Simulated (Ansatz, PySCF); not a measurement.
Gas-phase reaction (SMILES): Cl[SiH](Cl)Cl + 3 [H][H] (H2) → 3 Cl (HCl) + [SiH4] (SiH4); energy of full hydrogenation.

Geometries: B3LYP-D3(BJ)/def2-TZVP minima from Ansatz (an electronic-structure program). Correlated levels leave the core frozen unless marked. Spin-orbit coupling is left out. No relativistic terms. CBS(X,Y): correlation extrapolated as X^-3; Hartree-Fock from the larger set. Thermal terms are rigid-rotor harmonic-oscillator values from B3LYP-D3(BJ) frequencies (PySCF) at 298.15 K and 1 atm. 1 Eh = 627.5095 kcal/mol.

| species | E, CCSD(T)/CBS(cc-pV(T+d)Z,cc-pV(Q+d)Z) (Ansatz) (Eh) | E, wB97X-V/def2-TZVPD (Ansatz) (Eh) | H - E (Eh) | G - E (Eh) |
|---|---|---|---|---|
| Cl[SiH](Cl)Cl | -1669.15876 | -1670.65423 | 0.02027 | -0.01548 |
| [H][H] (H2) | -1.17450 | -1.17238 | 0.01336 | -0.00144 |
| Cl (HCl) | -460.37849 | -460.74931 | 0.01000 | -0.01120 |
| [SiH4] (SiH4) | -291.45815 | -291.83995 | 0.03520 | 0.01198 |

Problem. Work out ΔE and ΔH, ΔG, ΔS and the equilibrium constant at 298.15 K at the first level, then ΔH at the second.

Solution. 
1. ΔE = [3×(-460.37849) + (-291.45815)] - [(-1669.15876) + 3×(-1.17450)] = 0.08864 Eh = 55.6 kcal/mol at CCSD(T)/CBS(cc-pV(T+d)Z,cc-pV(Q+d)Z).
2. The terms H - E add up to 0.00485 Eh, so ΔH = (0.08864 + (0.00485))×627.5095 = 58.7 kcal/mol.
3. The terms G - E add up to -0.00182 Eh, so ΔG = 54.5 kcal/mol, and ΔS = (0.00485 - (-0.00182))×627509.5/298.15 = 14.0 cal/(mol K).
4. log10 K = -ΔG/(RT ln 10) = -40.0, with RT ln 10 = 1.3642 kcal/mol.
5. At wB97X-V/def2-TZVPD the same steps give ΔE = 52.4 and ΔH = 55.4 kcal/mol, a shift of -3.3 from the first level.
6. These values are not checked against measurement here, since the tables used lack a sound gas-phase enthalpy of formation for at least one species.
